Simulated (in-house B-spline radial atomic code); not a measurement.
Te²²⁺. Computed with a B-spline radial atomic code. Model: all-electron spherical atom, spin shells full or empty, radial basis limit, no spin-orbit coupling: exact exchange with a local potential (Slater, KLI or optimised effective potential, whose far tail is KLI's), no correlation.

The run also made RPA and GW results, which its time includes.

The Slater potential averages the orbital exchange potentials with the orbital densities as weights, KLI adds orbital constants, and the optimised effective potential minimises the exact-exchange energy among local potentials. So their energies lie above Hartree-Fock in the order OEP, KLI, Slater. All fall off as −1/r, unlike LDA and GGA exchange.

Command:
```bash
python run_gw.py task.json out
```
Settings (lengths in bohr, energies in hartree):
```
Z                      52
electrons              30
configuration          [Ar] 3d10 4s2
hamiltonian            nr
method                 kli
lmax                   9
spin_polarised         False
box_radius             3.81
intervals              67
ion_configuration      [Ar] 3d10 4s1
```

Time taken, with all properties: 10 s on 1 thread of Arm Neoverse N1 (shared host).

Given: hamiltonian non-relativistic; mean-field start exchange-only KLI.

Computed: energy above Hartree-Fock 11.289 millihartree; virial ratio -E/T less 1 0.00029.

```csv
radius (bohr),r times exchange potential (hartree bohr)
0.000962,-0.039773
0.00117,-0.048323
0.00143,-0.058972
0.00175,-0.07201
0.00213,-0.087372
0.0026,-0.10616
0.00317,?
0.00386,-0.15514
0.00471,-0.18681
0.00575,-0.22384
0.00701,-0.26593
0.00856,?
0.0104,-0.36299
0.0127,-0.41515
0.0155,-0.46451
0.0189,-0.50569
0.0231,-0.53335
0.0282,-0.54323
0.0344,-0.54183
0.042,-0.55602
0.0512,-0.62001
0.0624,-0.7317
0.0761,-0.85241
0.0929,-0.94217
0.113,-0.97283
0.138,-0.95301
0.169,-0.97644
0.206,-1.1356
0.251,-1.3307
0.306,-1.4309
0.373,-1.3743
0.455,-1.1684
0.556,-0.92735
0.678,-0.88368
0.827,-0.95378
1.01,-0.99118
1.23,-0.9997
```

Task: What belongs in the row 0.00317?

Result: r times exchange potential (hartree bohr): -0.12859.

Task: What belongs in the row 0.00856?

Result: r times exchange potential (hartree bohr): -0.3133.

```tsv
occupied	level (hartree)	Hartree-Fock level (hartree)
1s	-1141.5	-1155.3
2s	?	?
2p	-181.36	-185.68
3s	-56.368	-58.287
3p	-52.117	-53.622
3d	-44.309	-45.261
4s	-25.322	-25.325
```

Task: What belongs in the row 2s?

Result: level (hartree): -191.56; Hartree-Fock level (hartree): -196.62.

```csv
empty,level (hartree)
4p,-23.671
4d,?
4f,-17.656
5s,-14.67
5p,-13.904
```

Task: What belongs in the row 4d?

Result: level (hartree): -20.813.

The highest level, 4s, differs from Hartree-Fock by +0.089 eV and the deepest, 1s, by +376 eV: a local potential can match the highest level but can't give each shell its own exchange.
